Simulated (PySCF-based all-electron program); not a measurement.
**TiSiH₆, singlet: all-electron forces**

All-electron Kohn–Sham DFT on the free molecule, computed near the basis limit with an in-house program on PySCF integrals; Koelling–Harmon scalar relativity or the spin-free Dirac equation, no spin–orbit coupling, spin-restricted. Forces are good to about 0.020 eV/Å. Atoms are numbered as listed.

Shape A (Koelling–Harmon scalar relativity):

```xyz
8

Ti    0.0000    0.0000    0.0000
Si    0.0000    0.0000    2.6140
H     1.6397    0.0000   -0.4888
H    -0.8198    1.4200   -0.4888
H    -0.8198   -1.4200   -0.4888
H     0.7006    1.2135    3.1575
H    -1.4013    0.0000    3.1575
H     0.7006   -1.2135    3.1575
```

PBE forces:

```csv
atom,Fx,Fy,Fz (eV/Å)
Ti1,0.000,0.000,0.024
Si2,0.000,0.000,0.022
H3,0.018,0.000,-0.008
H4,-0.009,0.016,-0.008
H5,-0.009,-0.016,-0.008
H6,-0.009,-0.015,-0.007
H7,0.018,0.000,-0.007
H8,-0.009,0.015,-0.007
```

(1) What forces does LDA give in shape A?

(2) What forces does PBEsol give in shape A?

Shape B (Koelling–Harmon scalar relativity):

```xyz
8

Ti    0.0000    0.0000    0.0000
Si    0.0000    0.0000    2.3526
H     1.6397    0.0000   -0.4888
H    -0.8198    1.4200   -0.4888
H    -0.8198   -1.4200   -0.4888
H     0.7006    1.2135    2.8961
H    -1.4013    0.0000    2.8961
H     0.7006   -1.2135    2.8961
```

Against shape A, Ti1–Si2 goes from 2.614 to 2.353 Å.

PBE forces:

```tsv
atom	Fx	Fy	Fz (eV/Å)
Ti1	0.000	0.000	-2.625
Si2	0.000	0.000	2.500
H3	0.082	0.000	0.025
H4	-0.041	0.071	0.025
H5	-0.041	-0.071	0.025
H6	0.011	0.020	0.016
H7	-0.023	0.000	0.016
H8	0.011	-0.020	0.016
```

(3) What forces does LDA give in shape B?

(4) What forces does PBEsol give in shape B?

Shape C (the spin-free Dirac equation):

| atom | x (Å) | y (Å) | z (Å) |
| --- | --- | --- | --- |
| Ti | 0.0000 | 0.0000 | 0.0000 |
| Si | 0.0000 | 0.0000 | 2.3000 |
| H | 1.6397 | 0.0000 | -0.4888 |
| H | -0.8198 | 1.4200 | -0.4888 |
| H | -0.8198 | -1.4200 | -0.4888 |
| H | 0.7006 | 1.2135 | 2.8435 |
| H | -1.4013 | 0.0000 | 2.8435 |
| H | 0.7006 | -1.2135 | 2.8435 |

Against shape A, Ti1–Si2 goes from 2.614 to 2.300 Å.

(5) What forces does PBE give in shape C?

Results:

(1) The forces move by 0.146 eV/Å (r.m.s. over the atoms) from PBE.

```tsv
atom	Fx	Fy	Fz (eV/Å)
Ti1	0.000	0.000	0.247
Si2	0.000	0.000	-0.279
H3	-0.071	0.000	0.029
H4	0.035	-0.061	0.029
H5	0.035	0.061	0.029
H6	-0.013	-0.022	-0.019
H7	0.025	0.000	-0.019
H8	-0.013	0.022	-0.019
```

(2) The forces move by 0.079 eV/Å (r.m.s. over the atoms) from PBE.

| atom | Fx | Fy | Fz (eV/Å) |
| --- | --- | --- | --- |
| Ti1 | 0.000 | 0.000 | 0.119 |
| Si2 | 0.000 | 0.000 | -0.160 |
| H3 | -0.013 | 0.000 | 0.009 |
| H4 | 0.006 | -0.011 | 0.009 |
| H5 | 0.006 | 0.011 | 0.009 |
| H6 | 0.009 | 0.016 | 0.004 |
| H7 | -0.019 | 0.000 | 0.004 |
| H8 | 0.009 | -0.016 | 0.004 |

(3) The forces move by 0.231 eV/Å (r.m.s. over the atoms) from PBE.

```csv
atom,Fx,Fy,Fz (eV/Å)
Ti1,0.000,0.000,-2.231
Si2,0.000,0.000,2.011
H3,-0.009,0.000,0.069
H4,0.005,-0.008,0.069
H5,0.005,0.008,0.069
H6,0.009,0.016,0.005
H7,-0.018,0.000,0.005
H8,0.009,-0.016,0.005
```

(4) The forces move by 0.115 eV/Å (r.m.s. over the atoms) from PBE.

| atom | Fx | Fy | Fz (eV/Å) |
| --- | --- | --- | --- |
| Ti1 | 0.000 | 0.000 | -2.460 |
| Si2 | 0.000 | 0.000 | 2.235 |
| H3 | 0.051 | 0.000 | 0.047 |
| H4 | -0.025 | 0.044 | 0.047 |
| H5 | -0.025 | -0.044 | 0.047 |
| H6 | 0.030 | 0.052 | 0.028 |
| H7 | -0.060 | 0.000 | 0.028 |
| H8 | 0.030 | -0.052 | 0.028 |

(5) 

```tsv
atom	Fx	Fy	Fz (eV/Å)
Ti1	0.000	0.000	-3.462
Si2	0.000	0.000	3.302
H3	0.097	0.000	0.035
H4	-0.049	0.084	0.035
H5	-0.049	-0.084	0.035
H6	0.017	0.029	0.018
H7	-0.033	0.000	0.019
H8	0.017	-0.029	0.018
```
